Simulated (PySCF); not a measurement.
Structure problem from calculated spectra and properties.

Elements present: C, H, N, S and Si. Monoisotopic mass: 141.0068 u.

| Quantity | Value |
| --- | --- |
| NMR, other nuclei | isotropic shieldings of nuclei other than C and H, by class: -77 (1 N), 416 (1 Si), 515 (1 S) ppm [GIAO PBE0/pcSseg-1] |
| 1H NMR | chemical shifts (computed TMS as zero) by class: 8.39 (1 H), 7.56 (1 H), 7.43 (1 H), 6.94 (1 H), 4.62 (3 H) ppm [GIAO PBE0/pcSseg-1] |
| UV, first state | lowest singlet excitation: 4.58 eV (271 nm, f = 0.045) [TDDFT PBE0/def2-SVPD] |
| Dipole | 2.82 D [PBE0/def2-SVPD] |
| 13C NMR | chemical shifts (computed TMS as zero) by class: 167.9 (1 C), 153.8 (1 C), 142.1 (1 C), 128.6 (1 C), 123.3 (1 C) ppm [GIAO PBE0/pcSseg-1] |
| Rotational structure | rotational constants A, B, C: 3.347, 0.999, 0.777 GHz [PBE0-D3(BJ)/def2-SVP] |
| UV, strongest line | among the 10 lowest singlet transitions: S3 at 5.19 eV (239 nm, f = 0.249) [TDDFT PBE0/def2-SVPD] |
| Polarisability | 114.9 au [PBE0/def2-SVPD] |

Gas-phase values; electronic properties from PySCF, density fitting. Levels stand in brackets. The structure is a single PBE0-D3(BJ)/def2-SVP conformer in the gas phase; no vibrational or solvent corrections. NMR values are class means; diastereotopic atoms form classes of their own.

Task: Which formula fits the mass and the elements?

Result: C5H7NSSi (calculated 141.0068). No other formula that holds each of these elements comes within 0.0003 u with a fitting electron parity and a possible valence count.

Task: What is the compound? Reason from the data.

Result: Numbering: `[SiH3:1][S:2][c:3]1[cH:4][cH:5][cH:6][cH:7][n:8]1`. Its formula, C5H7NSSi, gives 4 degrees of unsaturation: 1 ring and 3 π bonds in the structure found (Kekulé form). 5 carbons fall into 5 classes; from least to most shielded: substituted aromatic carbon [C3] (167.9 ppm), aromatic CH next to a ring nitrogen [C7] (153.8 ppm), aromatic CH carbon [C5] (142.1 ppm), aromatic CH carbon [C4] (128.6 ppm), aromatic CH carbon [C6] (123.3 ppm). Hydrogen classes from least to most shielded: 1 H on an aromatic CH next to a ring nitrogen, C7 (8.39 ppm), 1 H on an aromatic CH carbon, C5 (7.56 ppm), 1 H on an aromatic CH carbon, C4 (7.43 ppm), 1 H on an aromatic CH carbon, C6 (6.94 ppm), 3 H on an SiH3 silicon, Si1 (4.62 ppm). The other shieldings belong to: -77 ppm, pyridine-type nitrogen [N8]; 416 ppm, SiH3 silicon [Si1]; 515 ppm, sulfur bonded to C and Si [S2]. S1 is mainly HOMO→LUMO (weight 0.94); the largest Löwdin shares of the orbital it empties are 0.46 on the sulfur bonded to C and Si, 0.11 on an aromatic CH carbon, 0.10 on the substituted aromatic carbon and 0.09 on an aromatic CH carbon, of the orbital it fills 0.24 on an aromatic CH carbon, 0.21 on the pyridine-type nitrogen, 0.14 on the aromatic CH next to a ring nitrogen and 0.13 on an aromatic CH carbon. The optimised geometry has point group Cs and is an asymmetric top. Structure: `S(c1ccccn1)[SiH3]`. Computed isomers that give other values at the same levels: `[SiH3]Sc1ccncc1` (13C chemical shifts (computed TMS as zero) by class: 155.3 (2 C), 152.6 (1 C), 127.5 (2 C) ppm). The assignments are read from this structure; whether some other isomer fits the data as well wasn't checked.

Conformer computed: `[SiH3:1][S:2][c:3]1[cH:4][cH:5][cH:6][cH:7][n:8]1`: Si1–S2–C3–C4 179°.
